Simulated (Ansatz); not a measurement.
Two isomers of AlFH4SSi: A = `[F][AlH][S][SiH3]`, B = `F[SiH2][S][AlH2]`.

Calculated with Ansatz (gas phase, PBE0-D4/def2-TZVP geometries, no zero-point term in ΔE). CCSD(T)/CBS is the MP2 limit (def2-TZVPP, def2-QZVPP) plus CCSD(T) − MP2 in def2-TZVPP, frozen cores. DFT in def2-TZVPP. B3LYP here is the variant with VWN-RPA as its local correlation; programs differ in this. One conformer a species, not always the lowest.

Problem. Which isomer does CCSD(T)/CBS put lower? Give the gap. (Estimate.)

Solution. Ansatz gave: A, by 47.0 kJ/mol.

Problem. Give E(B) − E(A) in kJ/mol with MP2/def2-TZVPP, CCSD(T)/def2-SVP, HF/def2-TZVPP, LDA (SPW92), B2PLYP, B3LYP, PBE-D4. (Best estimate.)

Solution. Computed: MP2/def2-TZVPP 47.8, CCSD(T)/def2-SVP 57.9, HF/def2-TZVPP 39.7, LDA (SPW92) 44.9, B2PLYP 47.1, B3LYP 46.9, PBE-D4 47.1. None reverses the order clearly.

Problem. Does the order hold for the free energy at 298.15 K (harmonic terms from PBE0-D4)? (An estimate is asked.)

Solution. Computed: Yes: G(B) − G(A) = +47.4 kJ/mol, for one conformer each. Modes under 60 cm⁻¹, often nearly free rotors, make the harmonic entropy too high.

Largest T1 diagnostic: 0.012.

From BLYP to BHLYP (50 % exact exchange), in def2-TZVPP and without D4, E(B) − E(A) moves by −4.0 kJ/mol. Leaving LDA and LC-ωPBE aside and taking each functional with its dispersion term where it has one, the values, not all of them listed here, spread over 11.1 kJ/mol, from B97M-V to B2PLYP.
